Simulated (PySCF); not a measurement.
Bromodifluoroacetonitrile, C2BrF2N.
Bonds: N1–C2 (triple), C2–C3, C3–F4, C3–F5, C3–Br6.

Computed by this run: PBE0-D3(BJ)/def2-SVP geometry optimisation, gas phase in PySCF; density fitting, grid level 1; the optimiser is geomeTRIC in internal coordinates, started from a GFN2-xTB structure.

At the end of the run (lengths in Å): C3–Br6 1.940, C2–C3 1.475, N1≡C2 1.155, C3–F4 1.327, C3–F5 1.327, N1–C2–C3 179.4°, C2–C3–Br6 109.2°, C2–C3–F4 110.0°, F4–C3–Br6 109.5°.

Task: These geometries were met on the way; a selection of coordinates is given. Order them by energy above the end point, lowest first.
A. C3–Br6 1.984, C2–C3 1.459, N1≡C2 1.140, C3–F4 1.335, C3–F5 1.335, N1–C2–C3 177.9°, C2–C3–Br6 107.7°, C2–C3–F4 112.3°, F4–C3–Br6 108.4°
B. C3–Br6 1.942, C2–C3 1.474, N1≡C2 1.156, C3–F4 1.331, C3–F5 1.330, N1–C2–C3 175.2°, C2–C3–Br6 108.8°, C2–C3–F4 110.9°, F4–C3–Br6 109.3°
C. C3–Br6 1.897, C2–C3 1.480, N1≡C2 1.154, C3–F4 1.336, C3–F5 1.334, N1–C2–C3 168.7°, C2–C3–Br6 115.9°, C2–C3–F4 104.9°, F4–C3–Br6 111.1°

Result: B (0.008 eV), A (0.052 eV), C (0.119 eV).

```json
{"step": "3", "E above end (eV)": "0.008", "rms distance from the end, all atoms (Å)": "0.031", "largest force (eV/Å)": "0.202", "rms shift of all bonds from the end (Å)": "0.003"}
{"step": "0", "E above end (eV)": "0.052", "rms distance from the end, all atoms (Å)": "0.035", "largest force (eV/Å)": "2.110", "rms shift of all bonds from the end (Å)": "0.023"}
{"step": "1", "E above end (eV)": "0.119", "rms distance from the end, all atoms (Å)": "0.076", "largest force (eV/Å)": "1.615", "rms shift of all bonds from the end (Å)": "0.020"}
```

Rows stand in the order of the answer.
